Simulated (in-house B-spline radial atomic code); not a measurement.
# Ionising the technetium ion Tc⁴⁺ with different functionals

Computed with a radial B-spline atomic code at the basis-set limit: four-component Dirac-Coulomb Hamiltonian, Fermi nucleus of rms radius 4.41117 fm, spin-restricted, spherical fractional occupations for the functionals. The ionisation energy is the difference of two self-consistent energies, [Kr] 4d3 → [Kr] 4d2, without Breit or QED terms; ε is the level of the shell that loses the electron (mean over j). The electron is taken from both j subshells in proportion to 2j + 1, so the result is a j average, not the step between ground levels.

Hybrids are left out here: with spherical fractional occupations of an open shell their exact exchange keeps a self-interaction that integer-occupation calculations don't have.

| method | rung | ΔSCF (eV) | -ε(4d) (eV) |
| --- | --- | --- | --- |
| LDA VWN5 | LDA | 56.76 | 49.31 |
| relativistic LDA | LDA | 56.78 | 49.33 |
| LDA PW92 | LDA | 56.75 | 49.30 |
| LDA exchange-only | LDA | 55.10 | 47.68 |
| PBE | GGA | 56.56 | 49.11 |
| PBEsol | GGA | 56.53 | 49.08 |
| BLYP | GGA | ? | ? |
| RPBE | GGA | 56.52 | 49.06 |
| PW91 | GGA | 56.64 | 49.19 |
| BP86 | GGA | 56.62 | 49.17 |
| AM05 | GGA | ? | ? |
| OLYP | GGA | 56.75 | 49.26 |

Problem. What does BLYP give?

Solution. ΔSCF 56.43 eV, and -ε(4d) = 48.98 eV.

Problem. What does AM05 give?

Solution. ΔSCF 56.53 eV, and -ε(4d) = 49.08 eV.

Problem. How do they compare with the NIST value?

Solution. NIST lists 57 eV ± 1.9 (tabulated theory, ground level to ground level). Errors run from -1.90 to -0.22 eV; all lie within about twice that uncertainty, so the table can't rank the methods.
